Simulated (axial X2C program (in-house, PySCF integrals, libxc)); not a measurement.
Working with the constants of SnS⁻

A bond curve at the PBE0 level, 2c, was computed with an axial X2C code built on PySCF integrals (basis Sn dyall-acv3z [12s13p10d5f1g], S dyall-av3z [9s8p3d2f] (cores contracted in-house)) for the state Ω = 1/2 (⟨Sz⟩ = -0.50, ⟨Lz⟩ = 1.00 at PBE0). Its fit gives Re = 2.3061 Å, ωe = 411.9 cm⁻¹, ωexe = 1.16 cm⁻¹ and αe = 4.992e-04 cm⁻¹; the masses are 119.9022 and 31.9721 u. Two-component means X2C with spin–orbit coupling and atomic mean-field Coulomb and Gaunt terms.

Task: Find the reduced mass, Be and the force constant.

Result: From the PBE0 values: μ = 25.2414 u. Be = 16.8576/(μ Re²) = 0.1256 cm⁻¹. k = 5.8918×10⁻⁷ μ ωe² = 2.52 mdyn/Å.

Task: Estimate the centrifugal constant by the Kratzer relation.

Result: D = 4Be³/ωe² = 4.67e-08 cm⁻¹.

Task: A Morse curve ties αe to the other constants (Pekeris). How well does that hold?

Result: αe(Morse) = 6Be²/ωe × (√(ωexe/Be) − 1) = 4.685e-04 cm⁻¹; the PBE0 curve gives 4.992e-04 cm⁻¹, a ratio of 0.94.

Task: Where do the fundamental and the first overtone lie?

Result: ν(1←0) = ωe − 2ωexe = 409.6 cm⁻¹; ν(2←0) = 2ωe − 6ωexe = 816.8 cm⁻¹.

One determinant describes the state; a PBE0 search over occupations chose it and may have missed a lower one. Density functionals use the spin component along the axis (collinear). Without a current term, density functionals place determinants with orbital angular momentum somewhat too high. The highest occupied level of some functionals is positive through self-interaction error; at Hartree–Fock it is bound.
